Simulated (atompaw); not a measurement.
## An all-electron radial function and its pseudo partner (aluminium)

Columns: radius, all-electron u(r) and pseudo u(r) of the 3p shell (level -2.78 eV) of aluminium in the configuration [Ne] 3s2 3p1; LDA (PW92), scalar-relativistic, PAW (atompaw) scheme, atompaw 4.2.0.5.

```json
{"r (bohr)": "0.092", "all-electron": "-0.0664", "pseudo": "0.0021"}
{"r (bohr)": "0.185", "all-electron": "-0.1553", "pseudo": "0.0086"}
{"r (bohr)": "0.277", "all-electron": "-0.2065", "pseudo": "0.0191"}
{"r (bohr)": "0.369", "all-electron": "-0.2180", "pseudo": "0.0335"}
{"r (bohr)": "0.462", "all-electron": "-0.1989", "pseudo": "0.0518"}
{"r (bohr)": "0.554", "all-electron": "-0.1598", "pseudo": "0.0733"}
{"r (bohr)": "0.646", "all-electron": "-0.1088", "pseudo": "0.0978"}
{"r (bohr)": "0.738", "all-electron": "-0.0515", "pseudo": "0.1248"}
{"r (bohr)": "0.831", "all-electron": "0.0089", "pseudo": "0.1543"}
{"r (bohr)": "0.923", "all-electron": "0.0684", "pseudo": "0.1851"}
{"r (bohr)": "1.015", "all-electron": "0.1259", "pseudo": "0.2170"}
{"r (bohr)": "1.108", "all-electron": "0.1809", "pseudo": "0.2499"}
{"r (bohr)": "1.200", "all-electron": "0.2317", "pseudo": "0.2824"}
{"r (bohr)": "1.292", "all-electron": "0.2784", "pseudo": "0.3146"}
{"r (bohr)": "1.385", "all-electron": "0.3214", "pseudo": "0.3462"}
{"r (bohr)": "1.477", "all-electron": "0.3598", "pseudo": "0.3761"}
{"r (bohr)": "1.569", "all-electron": "0.3941", "pseudo": "0.4043"}
{"r (bohr)": "1.662", "all-electron": "0.4247", "pseudo": "0.4308"}
{"r (bohr)": "1.754", "all-electron": "0.4513", "pseudo": "0.4546"}
{"r (bohr)": "1.846", "all-electron": "0.4742", "pseudo": "0.4758"}
{"r (bohr)": "1.938", "all-electron": "0.4938", "pseudo": "0.4945"}
{"r (bohr)": "2.031", "all-electron": "0.5103", "pseudo": "0.5106"}
{"r (bohr)": "2.123", "all-electron": "0.5237", "pseudo": "0.5238"}
{"r (bohr)": "2.215", "all-electron": "0.5344", "pseudo": "0.5344"}
{"r (bohr)": "2.308", "all-electron": "0.5426", "pseudo": "0.5426"}
{"r (bohr)": "2.400", "all-electron": "0.5484", "pseudo": "0.5484"}
```

Problem. How many radial nodes do the two functions have?

Solution. The all-electron 3p function has n − l − 1 = 1; the pseudo-wave has 0, since the states of the same l below it are removed with the core.

Problem. Is the pseudo-wave norm-conserving?

Solution. No, it belongs to a PAW set: the norm inside the radius is not constrained, and the difference is carried by the augmentation charge.
